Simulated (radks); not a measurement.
Results of a calculation; reference values are marked as such.
Species: neutral barium. Configuration: [Xe] 6s1 6p1 (not the ground configuration).

Level of theory: scalar-relativistic Kohn-Sham, BLYP, spin-polarised, spherical densities, point nucleus; open shells are filled with parallel spins first (spin-orbit coupling, left out, can overturn this in heavy ions) (a radial shooting solver on a logarithmic mesh with Libxc functionals).

Energy parts (eV):
| part | energy |
|---|---|
| total | -221397.71 |
| kinetic | 233740.79 |
| electron-nucleus | -535649.68 |
| Hartree | 85903.26 |
| exchange-correlation | -5392.08 |

Orbitals (lengths in bohr, moments of r in powers of bohr; <r^-3> diverges for s and p1/2; r(max) is where P^2 peaks; r(90%) holds 90 % of the orbital's charge):
orbital  occ.  eigenvalue (eV)   r(max)  <r^-3>  r(90%)   <1/r>
1s up       1        -37266.32  0.01642       -  0.0461   60.71
1s down     1        -37266.30  0.01642       -  0.0461   60.71
2s up       1        -5890.999  0.09287       -   0.170   13.96
2s down     1        -5890.992  0.09287       -   0.170   13.96
2p up       3        -5282.854  0.07462    7029   0.157   13.28
2p down     3        -5282.846  0.07462    7029   0.157   13.28
3s up       1        -1243.863   0.2663       -   0.429   5.042
3s down     1        -1243.852   0.2663       -   0.429   5.042
3p up       3        -1048.947   0.2606    1382   0.435   4.783
3p down     3        -1048.936   0.2606    1382   0.435   4.783
3d up       5        -765.7898   0.2151   189.9   0.417   4.535
3d down     5        -765.7790   0.2151   189.9   0.417   4.535
4s up       1        -244.5241   0.6248       -   0.969   2.084
4s down     1        -244.5017   0.6248       -   0.969   2.084
4p up       3        -181.6550   0.6534   289.3    1.04   1.920
4p down     3        -181.6309   0.6534   289.3    1.04   1.920
4d up       5         -90.4158   0.6951   31.92    1.21   1.654
4d down     5         -90.3841   0.6951   31.93    1.21   1.654
5s up       1         -34.4858    1.468       -    2.36  0.8062
5s down     1         -34.4061    1.469       -    2.36  0.8063
5p up       3         -19.4977    1.669   39.13    2.82  0.6793
5p down     3         -19.4069    1.669   39.23    2.81  0.6804
6s up       1          -3.9089    4.045       -    6.74  0.2708
6p up       1          -1.7255    5.188   3.082    8.98  0.2046

The highest occupied level is 6p up at -1.726 eV. Spin moment in Bohr magnetons: 2.
